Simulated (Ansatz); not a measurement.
Relaxation of FeBr2 with UKS PBE-D4/def2-TZVP.

```sh
$ ansatz run in.yaml --threads 2 --pin off --events-out ev --progress --plain --max-ram 4352MiB
```

```yaml
crystal:
  periodic: [false, false, false]
  atoms:
    - {symbol: Fe, position_ang: [-0.548070, -0.316220, -0.018620]}
    - {symbol: Br, position_ang: [0.227890, 0.122230, 1.978290]}
    - {symbol: Br, position_ang: [0.320180, 0.193980, -1.959670]}
basis:
  gaussian: {orbitals: def2-TZVP}
magnetization: {spin_polarized: true, initial_magnetization: 4}
hamiltonian: {xc: pbe, dispersion: d4}
scf: {lower_state_search: "off"}
output: {orbitals: {seedname: orbitals}}
relax: {f_tol: 0.02, max_steps: 100}
```

It took 18 s on 2 threads of Intel Xeon Platinum 8375C on a shared host.

Positions (Å) and forces (eV/Å) at steps 1, 2, 3, 4, 5, 6 of 6:

```xyz
3
step=1 energy=-174455.8114 eV
Fe   -0.548   -0.316   -0.019   -0.464   -0.267   -0.015
Br    0.228    0.122    1.978    0.205    0.113    1.144
Br    0.320    0.194   -1.960    0.259    0.155   -1.129
3
step=2 energy=-174455.9675 eV
Fe   -0.479   -0.276   -0.016    0.230    0.133    0.008
Br    0.190    0.100    2.104   -0.120   -0.070    0.199
Br    0.289    0.176   -2.088   -0.110   -0.063   -0.207
3
step=3 energy=-174456.0662 eV
Fe   -0.312   -0.180   -0.011    0.304    0.175    0.010
Br    0.104    0.050    2.226   -0.147   -0.084   -0.187
Br    0.208    0.131   -2.215   -0.156   -0.091    0.177
3
step=4 energy=-174456.1210 eV
Fe   -0.143   -0.083   -0.005    0.150    0.087    0.005
Br    0.018    0.000    2.277   -0.070   -0.039   -0.240
Br    0.125    0.083   -2.272   -0.081   -0.048    0.235
3
step=5 energy=-174456.1372 eV
Fe   -0.026   -0.015   -0.001    0.012    0.007    0.000
Br   -0.040   -0.034    2.253   -0.011   -0.007    0.212
Br    0.066    0.049   -2.252   -0.001    0.000   -0.213
3
step=6 energy=-174456.1411 eV
Fe   -0.001   -0.001    0.000    0.001    0.001    0.000
Br   -0.053   -0.041    2.268   -0.001    0.000    0.006
Br    0.054    0.042   -2.268    0.000    0.000   -0.006
```
